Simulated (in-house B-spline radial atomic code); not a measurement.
Atomic self-consistent-field run: the rubidium ion Rb⁸⁺ (an excited or competing configuration). Computed with a radial B-spline atomic code at the basis-set limit: Dirac-Hartree-Fock, average of configuration, Fermi nucleus of rms radius 4.2036 fm.

Command:
```bash
python run_scf.py task.json out
```
Settings (nuclear radius in fm, mass in u):
```
Z                37
configuration    [Ar] 3d10 4f1
hamiltonian      dirac
method           hf
spin_polarised   False
nucleus          fermi
rms_radius       4.2036
atomic_mass      84.91179
speed_of_light   137.035999084
```

Output (hartree, bohr):
```
 radial grid: 66 intervals, B-splines of order 8, outer radius 11.954 bohr

 iter        energy (Eh)    residual
    1       -2932.285636    1.30e+00
    2       -2952.657315    7.55e-01
    3       -2958.071216    2.23e-01
    4       -2958.554402    6.46e-02
    5       -2958.586689    2.70e-02
    6       -2958.595262    3.96e-04
    7       -2958.595266    7.77e-05
    8       -2958.595266    7.10e-06
    9       -2958.595266    2.09e-07

 total energy                     -2958.59527
 kinetic                            3044.0836
 electron-nucleus                  -6996.0694
 electron-electron                   993.3905

 first-order corrections (not in the total)
   Gaunt                             1.7253
   retardation                      -0.1660
   frequency dependence             -0.0084
   self-energy                       1.1605
   Uehling                          -0.1218
   Wichmann-Kroll                    0.0015
   recoil                            0.0138

 orbital      occ     eigenvalue          <r>       <r^2>       <1/r>     <1/r^2>     <1/r^3>       r_max    small
 1s1/2      2.000      -567.5037    0.0402753  0.00218568     37.8826     2995.48           -     0.02629  1.81e-02
 2s1/2      2.000       -82.7072     0.176997   0.0370053     8.53378     317.741           -      0.1493  3.64e-03
 2p1/2      2.000       -75.2493     0.152243   0.0284504     8.46946     102.543           -      0.1174  3.61e-03
 2p3/2      4.000       -72.9942     0.156269   0.0298489       8.162     90.9045     1562.95      0.1207  3.51e-03
 3s1/2      2.000       -17.5763     0.505708    0.293068     2.84082     53.9638           -      0.4495  9.07e-04
 3p1/2      2.000       -14.8462     0.506373    0.298616     2.72912     17.1501           -        0.44  8.55e-04
 3p3/2      4.000       -14.4887     0.515723    0.309488     2.65952     15.3023     240.088      0.4484  8.33e-04
 3d3/2      4.000        -9.7277      0.50897    0.312795     2.43911      7.6512     32.4736      0.3909  7.20e-04
 3d5/2      6.000        -9.6664     0.512345    0.316791     2.42056     7.51641     31.3336      0.3935  7.14e-04
 4f5/2      0.429        -2.5983      1.88999     4.01317    0.606246    0.433577    0.382753        1.68  7.87e-05
 4f7/2      0.571        -2.5985      1.88974     4.01213    0.606313    0.433621    0.382617        1.68  7.88e-05
```

Cost of the run: 1.1 s on 1 thread of Intel(R) Xeon(R) Platinum 8488C, on a shared host.

For the Dirac Hamiltonian the kinetic term is c α·p + (β - 1)c².
